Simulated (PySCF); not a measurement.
Isomers of C7H16OSi, one GFN2-xTB conformer each. Single-point energies are computed at PBE0/pcSseg-1 (PySCF, gas phase, no added dispersion term), electronic only.

Task: Rank them by PBE0/pcSseg-1 energy, lowest first (kcal/mol).
A. `[CH3:1]/[CH:2]=[C:3](/[O:4][CH3:5])[C:6]([CH3:7])([CH3:8])[SiH3:9]` with C2–C3–O4–C5 0°, C2–C3–C6–C7 59°
B. `[CH3:1]/[CH:2]=[C:3](\[CH2:4][OH:5])[C:6]([CH3:7])([CH3:8])[SiH3:9]` with C2–C3–C4–O5 107°, C3–C4–O5–H -62°, C2–C3–C6–C7 -11°
C. `[CH3:1][C:2]([CH3:3])([CH3:4])[Si@@H:5]([OH:6])[CH:7]1[CH2:8][CH2:9]1` with C2–Si5–O6–H 62°, C2–Si5–C7–C8 -156°
D. `[CH3:1][CH2:2][CH2:3][C@@H:4]1[CH2:5][O:6][C@H:7]([SiH3:8])[CH2:9]1` with C1–C2–C3–C4 176°, C2–C3–C4–C5 -177°, C3–C4–C5–O6 -150°, C4–C5–O6–C7 6°, C5–O6–C7–Si8 141°, O6–C7–C9–C4 -33°
E. `[CH3:1][CH2:2][O:3]/[CH:4]=[C:5](\[SiH3:6])[CH:7]([CH3:8])[CH3:9]` with C1–C2–O3–C4 -170°, C2–O3–C4–C5 -163°, C4–C5–C7–C8 119°
F. `[CH3:1][CH2:2][CH2:3][C@@H:4]1[C@H:5]([SiH3:6])[C@@H:7]1[O:8][CH3:9]` with C1–C2–C3–C4 -66°, C2–C3–C4–C5 171°, C5–C7–O8–C9 88°

Result: C (0.0), D (27.5), E (37.0), B (40.8), A (44.7), F (47.6).

As drawn, the lowest has an O–H bond and an Si–O bond, which the highest lacks. GFN2-xTB itself gives, in the same order: 0.0, 6.5, 24.3, 30.6, 25.8, 27.1. Both levels put the same isomer lowest; measured from each level's own lowest isomer, the values differ by up to 21.0 kcal/mol (CCC[C@@H]1CO[C@H]([SiH3])C1: 6.5 against 27.5).

Task: Which frontier levels, dipoles and rotational constants go with these structures?

Result: 
```
                          SMILES  HOMO (eV, PBE0/pcSseg-1)  LUMO (eV)  dipole (D)       A, B, C (MHz)
         CC(C)(C)[Si@@H](O)C1CC1                     -7.35       0.59        1.76  2135, 926.4, 825.0
     CCC[C@@H]1CO[C@H]([SiH3])C1                     -6.88       0.92        2.10  3137, 576.2, 517.9
           CCO/C=C(\[SiH3])C(C)C                     -6.39       0.25        2.44  2394, 646.5, 580.4
         C/C=C(\CO)C(C)(C)[SiH3]                     -6.98       0.29        2.61   1697, 1096, 842.5
         C/C=C(/OC)C(C)(C)[SiH3]                     -6.34       1.07        2.05   1518, 1255, 820.7
CCC[C@@H]1[C@H]([SiH3])[C@@H]1OC                     -7.17       1.14        1.23  1744, 970.8, 739.9
```
